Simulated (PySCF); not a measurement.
C4H8FGa, SMILES C=[CH][Ga]([F])[CH2]C, PBE0/def2-SVP optimised geometry.

```
14

Ga     0.53    -0.45     0.00
F      2.29    -0.45     0.00
C     -0.27     1.34     0.00
C      0.71     2.46    -0.34
H     -0.70     1.49     1.01
H     -1.13     1.34    -0.69
H      1.12     2.35    -1.36
H      1.57     2.47     0.34
H      0.23     3.45    -0.29
C     -0.25    -2.24     0.02
C     -1.57    -2.45     0.01
H      0.41    -3.11     0.04
H     -2.01    -3.45     0.02
H     -2.29    -1.62    -0.02
```

Density from PBE0/def2-TZVP in PySCF at that geometry.

Minimum of the electron density along straight lines between bonded atoms, close to the bond critical point (lines longer than 1.1 times the sum of covalent radii, or with two minima, are not listed):

```csv
bond,length / Å,ρ at the minimum / e bohr⁻³,∇²ρ there / e bohr⁻⁵,position (fraction from the first atom)
Ga1–F2,1.770,0.127,0.81,0.49
Ga1–C3,1.964,0.117,…,0.48
C3–C4,1.526,…,-0.58,0.51
C3–H5,1.105,0.266,-0.86,0.64
C3–H6,1.104,0.267,-0.87,0.64
C4–H7,1.101,0.272,-0.91,0.64
C4–H8,1.100,0.273,-0.92,0.64
C4–H9,1.102,0.271,-0.91,0.64
Ga1–C10,1.945,0.120,…,0.48
C10–C11,1.340,0.345,-1.04,0.49
C10–H12,1.097,0.275,-0.94,0.65
C11–H13,1.097,0.277,-0.97,0.65
C11–H14,1.097,0.278,-0.97,0.65
```

What belongs in the gaps?


- Ga1–C3, ∇²ρ there / e bohr⁻⁵: 0.17
- C3–C4, ρ at the minimum / e bohr⁻³: 0.241
- Ga1–C10, ∇²ρ there / e bohr⁻⁵: 0.22
